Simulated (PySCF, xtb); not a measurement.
C2H8N, SMILES C[NH2+]C, charge +1.

GFN2-xTB in xtb 6.7.1 at its own geometry gives an orbital gap of 11.18 eV.

Geometry optimised at B3LYP-D3(BJ)/def2-SVP. The isomer is the one that the SMILES or the coordinates give; other isomers of the formula were not compared.

Task: What does M06-2X/def2-TZVPD (PySCF) give? (Estimate from the structure and the level; the computed values follow.)

Result: gap 13.40 eV (levels -18.04 and -4.63 eV).
